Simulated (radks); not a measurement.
Question: Ionisation of neutral germanium, [Ar] 3d10 4s2 4p2, to [Ar] 3d10 4s2 4p1 as the strength of local exchange is varied. All-electron calculation, scalar-relativistic Kohn-Sham, Slater X-alpha exchange (alpha = 2/3 is LDA exchange), no correlation, spin-unpolarised, spherical densities, finite nucleus; Fermi nuclear charge, rms radius 4.0742 fm. Program: a radial shooting solver on a logarithmic mesh with Libxc functionals.

alpha  E(Ge) (hartree)  exchange (hartree)  IE (eV)  -e of the level emptied (eV)  <r> of it (bohr)
0.556      -2080.84118           -61.01858    5.786                    2.445 (4p)             3.123
0.568      -2082.15976           -62.37621    5.870                    2.512 (4p)             3.105
0.638      -2089.86861           -70.32963    6.371                    2.918 (4p)             3.008
0.93       -2122.34001          -104.12927    8.679                    4.880 (4p)             2.684
0.934      -2122.78833          -104.59922    8.713                    4.910 (4p)             2.680
0.964      -2126.15379          -108.12984    8.969                    5.135 (4p)             2.653
1.023      -2132.78805          -115.10406    9.484                    5.590 (4p)             2.601
?          -2093.07084           -73.64158    6.585                    3.093 (4p)             2.970

Which alpha was used in the last row?

Answer: alpha = 0.667. NIST Atomic Spectra Database: 7.899 eV (measured). The Delta-SCF value meets it near alpha = 0.83. Spin polarisation and multiplet splitting are left out, so open shells lie too high by an amount that depends on their filling.

Beside tabulated values, note that spin-unpolarised runs miss the spin-polarisation part of the exchange energy of open shells.
